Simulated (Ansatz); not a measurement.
BFH6SiSn (`F[SiH2][BH][SnH3]`). Charge 0, multiplicity 1. Sn: def2 effective core potential. All single points use the PBE0-D4/def2-TZVP geometry. It is one conformer, not always the lowest.

```xyz
10

F     2.068    0.211   -1.157
Si    0.613   -0.123   -1.752
B    -0.789   -0.182   -0.336
Sn   -0.358    0.177    1.839
H     0.295    0.931   -2.755
H     0.710   -1.440   -2.441
H    -1.911   -0.422   -0.678
H     0.296    1.743    2.045
H     0.810   -0.940    2.394
H    -1.735    0.044    2.841
```

Question: What is the dipole moment at B3LYP/def2-TZVPP? (Best estimate.)

Answer: Computed: 1.67 D, with components (-1.49, -0.35, -0.66) D in this frame, pointing from negative to positive charge.

Question: And with PBE, r2SCAN, ωB97M-V? (Estimate.)

Answer: Computed: PBE 1.47 D, r2SCAN 1.54 D, ωB97M-V 1.65 D.

Question: Give the Mulliken charges with B3LYP, ωB97M-V, r2SCAN in def2-TZVPP. (An estimate is asked.)

Answer: The calculation gave: 
```tsv
atom	B3LYP	ωB97M-V	r2SCAN
F1	-0.34	-0.32	-0.33
Si2	0.47	0.40	0.51
B3	-0.13	-0.17	-0.15
Sn4	0.47	0.32	0.46
H5	-0.08	-0.04	-0.08
H6	-0.08	-0.04	-0.08
H7	0.07	0.11	0.03
H8	-0.12	-0.08	-0.11
H9	-0.12	-0.08	-0.11
H10	-0.13	-0.10	-0.13
```

B3LYP here is the variant with VWN-RPA as its local correlation; programs differ in this.
